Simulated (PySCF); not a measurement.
# One molecule, several mistakes: AlB2FH3

Calculated results; nothing here was measured. They come from PySCF 2.14.0, an open-source quantum chemistry program, on an isolated molecule that a program drew, which may never have been made. The molecule is AlB2FH3 (charge 0, doublet), drawn as the SMILES string `[BH][AlH][BH]F`.

Each row is a Hartree-Fock (HF) and frozen-core CCSD(T) single point in the cc-pV(D+d)Z basis, meant for a local HF minimum. Run 1 is clean. Each other run has one planted mistake out of seven kinds, and not every kind appears here: one electron removed, one electron added, multiplicity raised by two, geometry at a saddle point, minimal basis STO-3G, one bond length entered in bohr, all coordinates scaled. The reference is restricted for singlets and unrestricted otherwise, and also for a bond in bohr. Adding or removing an electron swaps singlet and doublet. Electrons count all cores. HOMO and LUMO are orbital energies over both spins, the gradient is its largest component, and the lowest frequency (negative if imaginary) is given only where the gradient is small. Bond lengths are over the 6 bonds as drawn. T1 is the CCSD diagnostic: over 0.02 (restricted) or 0.045 (unrestricted) a single reference is doubtful.

Geometry of the clean run:
```xyz
7
AlB2FH3, angstrom
B    -1.1170   -1.8742    0.2790
Al    0.5139   -1.3191   -0.8470
B     1.2952    0.7078   -0.7701
F     2.0365    1.1028    0.2739
H    -2.0601   -2.1917    0.9320
H     1.1419   -2.4250   -1.7958
H     1.1274    1.5590   -1.6103
```

```
run,electrons,basis functions,<S^2>,HOMO (eV),LUMO (eV),gradient (hartree/bohr),lowest frequency (cm^-1),mean bond (Å),longest bond (Å),T1,HF (hartree),CCSD(T) (hartree),mistake
1,35,80,0.759,-8.26,0.71,1.9e-05,24,1.5927,2.174,0.0188,-392.41758,-392.85692,no fault
2,35,80,3.780,-8.49,-1.20,1.2e-02,-,1.5927,2.174,0.0383,-392.32350,-392.75238,multiplicity raised by two
3,35,27,0.766,-5.61,7.32,3.2e-02,-,1.5927,2.174,0.0205,-387.44749,-387.59842,?
4,35,80,1.586,-8.33,0.55,1.2e-02,-,1.7914,2.532,0.0751,-392.24722,-392.66660,?
```

**Which mistake was planted in run 3, and what did it cost?**

It has 27 basis functions where the clean run has 80, with the same electrons and geometry. So the mistake is: minimal basis STO-3G. Subtracting run 1 and multiplying by 627.51 kcal/mol a hartree, the energy moved by 3118.8 kcal/mol in HF and 3299.8 kcal/mol in CCSD(T).

**Which mistake was planted in run 4, and what did it cost?**

The mean bond changes by a factor of 1.125 and the longest by 1.165, so the molecule wasn't scaled as a whole. A length L in bohr read as angstrom grows by (1/0.5292 - 1) L = 0.890 L. The 6 bonds together grew by 6 x 0.1987 = 1.192 Å, which gives L = 1.340 Å. That is bond B3-F4, 1.340 Å in the clean geometry. So the mistake is: one bond length entered in bohr. Subtracting run 1 and multiplying by 627.51 kcal/mol a hartree, the energy moved by 106.9 kcal/mol in HF and 119.4 kcal/mol in CCSD(T).

Cautions from the logs. Run 4: T1 is over the limit, so its CCSD(T) energy is less reliable.
